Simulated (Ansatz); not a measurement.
Mulliken charges of BH5O2Si (`OB(O)[SiH3]`) from PBE/def2-TZVPP in Ansatz (PBE0-D4/def2-TZVP geometry).

```json
{"atom": "O1", "x (Å)": "-0.061", "y (Å)": "0.988", "z (Å)": "-1.414", "charge (e)": "-0.235"}
{"atom": "B2", "x (Å)": "0.321", "y (Å)": "0.432", "z (Å)": "-0.229", "charge (e)": "0.277"}
{"atom": "O3", "x (Å)": "1.403", "y (Å)": "0.841", "z (Å)": "0.493", "charge (e)": "-0.239"}
{"atom": "Si4", "x (Å)": "-0.783", "y (Å)": "-1.098", "z (Å)": "0.529", "charge (e)": "0.030"}
{"atom": "H5", "x (Å)": "0.488", "y (Å)": "1.712", "z (Å)": "-1.733", "charge (e)": "0.166"}
{"atom": "H6", "x (Å)": "1.910", "y (Å)": "1.569", "z (Å)": "0.120", "charge (e)": "0.166"}
{"atom": "H7", "x (Å)": "-1.894", "y (Å)": "-1.483", "z (Å)": "-0.382", "charge (e)": "-0.057"}
{"atom": "H8", "x (Å)": "0.074", "y (Å)": "-2.296", "z (Å)": "0.756", "charge (e)": "-0.054"}
{"atom": "H9", "x (Å)": "-1.369", "y (Å)": "-0.711", "z (Å)": "1.843", "charge (e)": "-0.054"}
```

**Question.** By hand: the dipole of these point charges (1 e Å = 4.8032 D).

**Answer.** Σ q r = (0.320, 0.445, -0.219) e Å, of length 0.590 e Å = 2.83 D.

**Question.** How does the dipole of the full density compare? (Estimate.)

**Answer.** Ansatz gave: (0.371, 0.514, -0.250) e Å, 3.27 D; the point charges give 0.87 times that, at 0° from its direction.

Point charges leave out the atoms' own dipoles, such as those of lone pairs, and Mulliken's split depends on the basis, so the close match here is no proof of good charges.
